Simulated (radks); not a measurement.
Values are calculated unless marked as measured or tabulated.
All-electron atom: C3+ in [He] 2s1. Code: a radial shooting solver on a logarithmic mesh with Libxc functionals. Model: Dirac Kohn-Sham, BLYP, spin-unpolarised, spherical densities, finite nucleus; Fermi nuclear charge, rms radius 2.4702 fm.

Unscreened Slater integrals over Kohn-Sham orbitals (hartree). Large and small components are both included. Empty in this configuration: 2p1/2.

| integral | value |
|---|---|
| F0(2s1/2,2s1/2) | 0.70479 |
| F0(2s1/2,1s1/2) | 0.98805 |
| G0(2s1/2,1s1/2) | 0.086400 |
| F0(2s1/2,2p1/2) | 0.72774 |
| G1(2s1/2,2p1/2) | 0.43925 |
| F0(1s1/2,1s1/2) | 3.5031 |
| F0(1s1/2,2p1/2) | 1.0490 |
| G1(1s1/2,2p1/2) | 0.14367 |
| F0(2p1/2,2p1/2) | 0.76237 |
